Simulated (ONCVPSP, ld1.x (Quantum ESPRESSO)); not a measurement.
**Potentials for sulfur compared**

Generated with ld1.x 7.5 (TM, RRKJ, ultrasoft, PAW), atompaw 4.2 or ONCVPSP 4.0.1. The cutoff is in Ry: for ld1.x and atompaw files where the sum of valence levels is converged to 10 mRy in a Bessel basis, for ONCV files where the hardest occupied wave has 1 mHa per electron of residual kinetic energy. The error is the largest all-electron minus pseudo excitation energy over each file’s own four to seven test configurations (ionisations up to +4, promotions, holes and added fractions of an electron), all of which were solved. The labels leave out finer settings (local radius, basis sizes, second energies), which also bear on the numbers. Spin-polarised tests are not counted. The rows are a selection from randomly drawn settings: files with unsolved tests, undetermined cutoffs or missed reference levels are left out.

```csv
potential,cutoff (Ry),largest error (meV),bound ghosts
"ONCV, PBE, non-relativistic, rc 1.45/1.70/1.35 (spd), local smoothed, core correction yes, reference 3s2 3p4, qcut 4/5.9/8.2, projectors 2/2/1",80,+58,none
"RRKJ, Wu–Cohen, scalar-relativistic, rc 1.00/1.25 (sp), local s, core correction yes, reference 3s1 3p5",70,+245,none
```

Problem. Fill in the row for S: TM, PBEsol, non-relativistic, rc 1.35/1.10 (sp), local s, core correction yes, reference 3s1 3p5.

Solution. cutoff 90 Ry, largest error +107 meV, bound ghosts: none.

Problem. Fill in the row for S: ultrasoft, PBE, scalar-relativistic, rc 1.35/1.20/1.45 (spd), local smoothed, core correction no, reference 3s2 3p2.

Solution. cutoff 25 Ry, largest error +13 meV, bound ghosts: none.

Problem. Fill in the row for S: TM, BLYP, fully relativistic, rc 1.30/1.55/1.20 (spd), local p, core correction yes, reference 3s2 3p4.

Solution. cutoff 40 Ry, largest error +196 meV, bound ghosts: none.
